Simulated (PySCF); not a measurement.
A PySCF script (with the pyscf-properties extension) for the NMR shieldings of dimethylethylborane (CCB(C)C, C₄H₁₁B), on a GFN2-xTB geometry:

```python
import basis_set_exchange as bse
import numpy as np
from pyscf import gto, dft
from pyscf.prop import nmr

atoms = """
C     1.976514   -0.622159   -0.035222
C     0.979019    0.534424   -0.106826
B    -0.529393    0.219489    0.254065
C    -0.955001   -1.181966    0.836424
C    -1.621669    1.336514    0.028815
H     2.981426   -0.286938   -0.287169
H     1.698747   -1.409837   -0.731938
H     2.002301   -1.047452    0.965226
H     1.321496    1.327880    0.566889
H     1.031053    0.978439   -1.105802
H    -0.747317   -1.971996    0.115491
H    -0.372764   -1.434238    1.721332
H    -2.006913   -1.249496    1.102487
H    -2.387143    0.984237   -0.662119
H    -1.231415    2.273054   -0.362620
H    -2.146542    1.558990    0.957039
"""
names = dict.fromkeys(["C", "B", "H"], "pcSseg-1")
basis = {el: gto.basis.parse(bse.get_basis(n, elements=[el], fmt="nwchem")) for el, n in names.items()}
mol = gto.M(atom=atoms, basis=basis, charge=0, verbose=0)
mf = dft.RKS(mol, xc="PBE0")
mf.grids.level = 2
mf.grids.alignment = dft.numint.BLKSIZE   # the property module wants whole blocks of grid points
mf.conv_tol = 1e-9
mf.kernel()

calc = nmr.RKS(mf)   # GIAO
C = mf.mo_coeff
Co = C[:, mf.mo_occ > 0]
resp = mf.gen_response(singlet=True, hermi=2)
def vind(x):   # induced exchange potential for any number of trial vectors
    d = np.einsum("pi,xij,qj->xpq", C, 2 * x.reshape(-1, C.shape[1], Co.shape[1]), Co, optimize=True)
    return np.einsum("xpq,pi,qj->xij", resp(d - d.transpose(0, 2, 1)), C, Co, optimize=True).ravel()
mo1, _ = nmr.rhf.solve_mo1(calc, with_cphf=vind)
sigma = calc.kernel(mo1)
for i, s in enumerate(sigma):   # ppm
    print("%2d %-2s %9.2f" % (i, mol.atom_pure_symbol(i), np.trace(s) / 3))
```

Question: What are the results?

Answer: 
```
 0 C     175.11
 1 C     159.42
 2 B       8.81
 3 C     174.73
 4 C     170.66
 5 H      30.55
 6 H      30.77
 7 H      30.58
 8 H      30.46
 9 H      30.19
10 H      30.97
11 H      30.83
12 H      30.72
13 H      30.87
14 H      30.81
15 H      30.87
```

These numbers come from an equivalent density-fitted implementation of the same equations, which agrees with the script to about 0.01 ppm for H and up to a few tenths of a ppm for heavy atoms, so last digits may differ.

Size and cost of the density-fitted run: 140 basis functions, 12 s wall time on 1 thread of an Arm Neoverse V1, shared host; peak memory 0.69 GiB.
